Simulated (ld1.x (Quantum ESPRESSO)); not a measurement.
**Ranking RRKJ potentials for iron (Fe)**

All share these settings but for the change named:

ld1.x (Quantum ESPRESSO) 7.5 input, shortened:

```
&input
   title='Fe', zed=26., rel=1, dft='PBESOL', iswitch=3,
   config='[Ar] 3d6 4s1.5 4p0'
 /
 &inputp
   pseudotype=2, tm=.false., rho0=0.02, lloc=-1, rcloc=0.85,
   nlcc=.false.
 /
3
3S  1  0   2.00   0.00  0.95  0.95  0.0
3P  2  1   6.00   0.00  0.75  0.75  0.0
3D  3  2   6.00   0.00  1.00  1.00  0.0
 &test
   configts(1)='3s2 3p6 3d6 4s1.5 4p0'
 /
```

Occupied shells without a wave of their own: 4s. They enter only through the test configuration that unscreens the potential.

Cutoff: the first of the cutoffs (Ry, on a coarse ladder) from which the occupation-weighted sum of valence levels, in a spherical-Bessel basis at the reference potential, stays within 10 and 1 mRy of its value at 400 Ry; the density cutoff is not measured.

The base gives 230 Ry.

Of 12 variants that were run, those that failed, showed a ghost or another fault, or gave nearly equal values are left out.

A variant can come out equal or close to the base.

Rank these variants from softest to hardest (loose cutoff).
A. wave 3p (bound): rc 0.75 bohr becomes 3p (bound): rc 1.06 bohr
B. wave 3d (bound): rc 1.00 bohr becomes 3d (bound): rc 1.38 bohr
C. all radii scaled by about 1.33 (s 1.26, p 1.00, d 1.32 bohr); local potential all-electron potential smoothed inside 1.12 bohr (lloc = -1)
D. wave 3s (bound): rc 0.95 bohr becomes 3s (bound): rc 0.70 bohr

C (140 Ry), A (160 Ry), B (230 Ry), D (260 Ry).
